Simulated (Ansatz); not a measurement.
The same hydrogenolysis along the group O, S, Se.

Computed with Ansatz on PBE0-D4/def2-TZVP structures; ΔE is electronic, products minus reactants. CBS: MP2 limit from def2 TZ/QZ plus the TZ coupled-cluster correction, frozen cores. This one scheme is used for every species. Functionals use def2-TZVPP. Elements past krypton have def2 core potentials. For Se, Sn outer-core shells are correlated without core-valence functions, which leaves a few kJ/mol of doubt a bond. Scalar relativity is left out up to krypton.

```csv
reaction,LDA (SPW92) (eV),B97M-V (eV)
`C[O][SnH3]` + H₂ → `[OH][SnH3]` + CH₄,-1.25,-1.35
`C[S][SnH3]` + H₂ → `[SH][SnH3]` + CH₄,-0.86,-0.97
`C[Se][SnH3]` + H₂ → `[SeH][SnH3]` + CH₄,-0.83,-0.91
```

Task: Give the CCSD(T)/CBS values in the same order. (Best estimate.)

Result: The calculation gave: -1.30, -0.87, -0.79 eV.

Largest T1 diagnostic: 0.014, for `[OH][SnH3]`.
